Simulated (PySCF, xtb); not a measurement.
GeOCl2, SMILES [O]=[Ge]([Cl])[Cl].

GFN2-xTB (xtb) at its own geometry gives an orbital gap of 4.41 eV and a dipole moment of 3.42 D.

The structure is a stationary point at PBE0-D3(BJ)/def2-SVP.

### Question
What does r2SCAN/def2-TZVPD in PySCF give? (Estimate from the structure and the level; the computed values follow.)

### Answer
gap 4.00 eV (levels -7.67 and -3.67 eV), dipole 2.55 D.
